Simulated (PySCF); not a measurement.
# How the method changes the constants of ZnSi

State: ³Σ⁻ (triplet), unpaired electrons π ↑↑. Set-up: Zn def2-SVPD, Si def2-SVPD; no relativity (PySCF 2.14). De refers to Zn + Si in their high-spin ground configurations, without counterpoise correction. The functionals are run spin-unrestricted. A positive dipole means Zn(−)Si(+). Levels whose curve was spin-contaminated or gave no clean fit are not listed.

```csv
Level,Re (Å),ωe (cm⁻¹),De (eV),μ (D)
ROHF,2.673,135,0.225,-2.61
ROHF-MP2,2.378,279,0.94,n/a
ROHF-SCS-MP2,2.416,254,0.76,n/a
PBE,2.352,290,1.37,-2.25
PBEsol,2.321,306,1.56,-2.20
BLYP,2.388,265,1.06,-1.96
BP86,2.353,287,1.30,-2.16
r²SCAN,2.328,302,1.41,-2.49
PBE0,2.374,278,1.18,-2.60
```

Problem. What does a quarter of exact exchange do here, going from PBE to PBE0?

Solution. PBE0 less PBE: +2.2 pm in Re, -4.1 % in ωe, -0.19 eV in De. Exact exchange removes part of the self-interaction that spreads semilocal densities, and in most molecules shortens and stiffens the bond and lowers De; here Re and ωe go the other way.

Problem. What does second-order correlation do here, going from ROHF to ROHF-MP2?

Solution. ROHF-MP2 less ROHF: -29.5 pm in Re, +106.7 % in ωe, +0.71 eV in De. Correlation nearly always deepens the well. The bond shortens, as in weak, metallic or heavy-atom bonds, where dispersion and the correlation of outer-core electrons pull the atoms together.

Correlated steps freeze 10 core orbitals. Correlated levels converge slowly with the basis: in double zeta they bind strong bonds too weakly, by up to about 1 eV, and carry superposition errors of some tenths. The state is the lowest determinant that a PBE0 search found; another state may lie lower at other levels.

The whole job (state search and all levels along the bond) took about 2.9 min on 1 thread of Arm Neoverse V1 (shared host), peak memory 0.87 GiB.
